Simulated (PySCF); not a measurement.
[PrF4]− at several levels of theory

Computed with PySCF 2.14.0 (density fitting, no spin-orbit coupling) at the geometry relaxed with PBE0:

```xyz
5
[PrF4]− (singlet in the valence; each metal's 4f electrons, 2 of them, lie in its core potential, out of spins and levels)
Pr    0.0000    0.0000    0.0000
F     1.2475    1.2475    1.2475
F    -1.2475   -1.2475    1.2475
F     1.2475   -1.2475   -1.2475
F    -1.2475    1.2475   -1.2475
```

| level | basis | state | HOMO (eV) | gap (eV) | charge on Pr1 (e) | population of f-type functions on Pr1 (polarisation alone where 4f lies in the core) | dipole about the centre of mass (D) | largest force component (eV/Å) |
| --- | --- | --- | --- | --- | --- | --- | --- | --- |
| PBE0 | Pr lcecp-1-SVP with ECP48, F def2-SVP | singlet | -4.67 | 8.27 | 1.10 | 0.12 | 0.00 | 0.00 |
| B3LYP | the same | singlet | -4.34 | 7.65 | 1.03 | 0.12 | 0.00 | 0.11 |
| PBE0 | Pr lcecp-1-TZVP with ECP48, F def2-TZVP | singlet | -5.05 | 8.53 | 1.57 | 0.15 | 0.00 | 0.15 |

In the lcecp rows the 4f levels are missing from HOMO and gap, and the state counts the valence alone.

Charges are Mulliken's, which hang on the basis. The relaxation used the grid (50, 194), these runs (75, 302) or, all-electron (x2c bases, spin-free X2C Hamiltonian), (99, 590).

(1) What does revPBE with Pr lcecp-1-SVP with ECP48, F def2-SVP give here?

An lcecp potential fixes the number of 4f electrons, so in runs with it no electron can move into or out of that shell.

## Answers

(1) state singlet, HOMO (eV) -2.64, gap (eV) 5.70, charge on Pr1 (e) 0.85, population of f-type functions on Pr1 (polarisation alone where 4f lies in the core) 0.12, dipole about the centre of mass (D) 0.00, largest force component (eV/Å) 0.20. Time: 3.4 s on 2 threads of Arm Neoverse V2, with other jobs on the host, from an already converged density.
